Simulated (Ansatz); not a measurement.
A structure relaxed at PBE0-D4/def2-TZVP in Ansatz, charge 1, singlet:

```csv
atom,x (Å),y (Å),z (Å)
Cu1,-0.0007,-0.0025,0.0004
O2,1.1527,-0.0709,1.5167
H3,1.1142,-0.7569,2.1915
H4,1.5941,0.6981,1.8926
O5,-1.1555,0.0609,-1.5150
H6,-1.5254,-0.7187,-1.9426
H7,-1.1793,0.7901,-2.1436
```

(1) Give its formula, name or SMILES.

(2) Summarise the bond lengths by kind (pairs closer than 1.2 times the sum of covalent radii, bridged metal pairs left out).

Answers

(1) [Cu(H2O)2]+ (CuO2H4⁺).

(2) 2 × Cu–O 1.91 Å; 4 × H–O 0.96 Å. The metal has 2 neighbours: O 1.91 Å, O 1.91 Å.

The relaxation made no stability test and no search for a lower SCF solution.
